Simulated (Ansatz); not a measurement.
C2H5ClOSSi (`C[SiH](Cl)OC=S`), relaxed with RKS PBE-D4/def2-SVP in Ansatz 0.2.0 from a rough embedded geometry. The force threshold is 0.03 eV/Å; the program also tests the step.

Charge 0, multiplicity 1.

Start:

```xyz
11

C    -0.445   -1.677    0.911
Si    0.267   -0.411   -0.189
Cl    2.301   -0.313    0.111
O    -0.354    1.137   -0.031
C    -0.005    2.148   -0.768
S    -0.698    3.643   -0.416
H    -0.035   -2.636    0.782
H    -1.566   -1.717    0.820
H    -0.238   -1.334    1.995
H     0.057   -0.793   -1.615
H     0.715    1.953   -1.600
```

By how much does the energy fall, and how many steps does the optimiser take? (Estimate.)

The calculation gave: 9.36 kcal/mol, in 17 steps, 2 of them rejected.

Which bonds change most? (Best estimate.)

Ansatz gave: C5–S6 from 1.685 to 1.627 Å; C1–H7 from 1.051 to 1.109 Å; O4–C5 from 1.299 to 1.346 Å; C1–H9 from 1.155 to 1.108 Å.

Give the relaxed structure. (Estimate.)

Computed: 
```xyz
11

C    -0.448   -1.582    0.974
Si    0.249   -0.556   -0.409
Cl    2.310   -0.332   -0.221
O    -0.484    0.984   -0.286
C    -0.001    2.200   -0.602
S    -0.895    3.559   -0.600
H    -0.048   -2.615    0.931
H    -1.553   -1.626    0.893
H    -0.182   -1.140    1.955
H    -0.032   -1.088   -1.780
H     1.085    2.195   -0.854
```
